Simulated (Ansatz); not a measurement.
`C=C=[CH][ZnH]` and `C=C=[CH][GeH3]` differ in one atom or group.

Ansatz, PBE0-D4/def2-TZVP geometries, multiplicity 1. 

Scalar relativity is left out up to krypton.

```csv
property,`C=C=[CH][ZnH]`
size of the dipole moment (ωB97M-V/def2-TZVPP) / D,0.42
HOMO energy (PBE/def2-TZVPP) / eV,-5.80
LUMO energy (B3LYP/def2-TZVPP) / eV,-1.01
HOMO–LUMO gap (ωB97M-V/def2-TZVPP) / eV,9.74
HOMO–LUMO gap (PBE0/def2-TZVPP) / eV,6.10
HOMO energy (ωB97M-V/def2-TZVPP) / eV,-8.98
```

Q: Give the same properties after the change, and the shifts. (Best estimate.)

A: Ansatz gave: 
| property | `C=C=[CH][GeH3]` | shift |
| --- | --- | --- |
| size of the dipole moment (ωB97M-V/def2-TZVPP) / D | 0.28 | -0.14 |
| HOMO energy (PBE/def2-TZVPP) / eV | -6.31 | -0.51 |
| LUMO energy (B3LYP/def2-TZVPP) / eV | -0.23 | 0.78 |
| HOMO–LUMO gap (ωB97M-V/def2-TZVPP) / eV | 11.67 | 1.93 |
| HOMO–LUMO gap (PBE0/def2-TZVPP) / eV | 7.42 | 1.32 |
| HOMO energy (ωB97M-V/def2-TZVPP) / eV | -9.60 | -0.62 |

With PBE0 the HOMO falls by 0.58 eV and the LUMO rises by 0.75 eV, so the gap widens by about 1.33 eV. PBE moves the HOMO by -0.51 eV and ωB97M-V by -0.62 eV. Dipoles are sizes alone; their direction can turn.

B3LYP here is the variant with VWN-RPA as its local correlation; programs differ in this.
